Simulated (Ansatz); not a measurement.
## A barrier at the coupled-cluster level

Start structure (CH7ClGe, singlet), relaxed at PBE0-D4/def2-TZVP:

| atom | x (Å) | y (Å) | z (Å) |
| --- | --- | --- | --- |
| Ge1 | -0.8554 | 0.4240 | -1.9462 |
| Cl2 | 1.2988 | 0.5258 | -1.9725 |
| H3 | -1.2640 | -0.6540 | -2.9550 |
| H4 | -1.2713 | 0.0570 | -0.5193 |
| H5 | -1.3728 | 1.8070 | -2.3537 |
| H6 | 1.2327 | -0.1857 | 1.0343 |
| C7 | 0.6932 | -0.4317 | 1.9484 |
| H8 | 0.1127 | -1.3416 | 1.7959 |
| H9 | 0.0226 | 0.3874 | 2.2082 |
| H10 | 1.4034 | -0.5882 | 2.7600 |

The step: GeH₃Cl ([Cl][GeH3]) + CH₄ → CH₆Ge ([CH3][GeH3]) + HCl; bonds formed: Ge1–C7, Cl2–H6; bonds broken: Ge1–Cl2, H6–C7. Program: Ansatz 0.2.0. Basis: def2-TZVPP and def2-QZVPP. Cores are frozen in the correlated methods. Filled d shells of the heavier atoms are correlated. The def2 sets are not built for correlating such inner shells, so the correlated values are less sure here. Extrapolation: Hartree–Fock as exp(−7.88 √X), correlation as X^−2.97. Energies below are by CCSD(T) at an estimated basis limit (MP2 extrapolated from triple and quadruple zeta, plus CCSD(T) − MP2 in triple zeta).

**Question.** What are the electronic barrier and the energy of the step, from the start structure to the end structure? (To be estimated.)

**Answer.** Computed: Barrier 2.758 eV; step energy 0.860 eV (uphill); reverse barrier, their difference, 1.899 eV. Barrier and step energy count from the start structure, the reverse barrier from the end structure.

The saddle point: One imaginary mode of 592i cm⁻¹.
| pair | start (Å) | saddle (Å) | end (Å) |
| --- | --- | --- | --- |
| Ge1–C7 | 4.28 | 2.25 | 1.95 |
| Cl2–H6 | 3.09 | 1.79 | 1.29 |
| Ge1–Cl2 | 2.16 | 2.72 | 4.15 |
| H6–C7 | 1.09 | 1.25 | 3.21 |

Zero-point energy (harmonic, PBE0-D4): ZPE is 1.903 eV at the start and 1.840 eV at the saddle, so the barrier goes from 2.758 to 2.695 eV.

The T1 diagnostic stays at or below 0.011. The start structure is not quite a true minimum (one mode of 27i cm⁻¹).

Labels in which every atom is bracketed show which atoms are joined, not bond orders.

For scale, one of the runs: CCSD(T)/def2-TZVPP, 219 basis functions, launched by `ansatz run in.yaml --threads 4 --pin off --events-out ev --progress --plain --max-ram 9574MiB`. The run took 88 s on 4 CPU threads of an Arm Neoverse V2 (shared host), with 3.2 GiB of host memory at its peak.
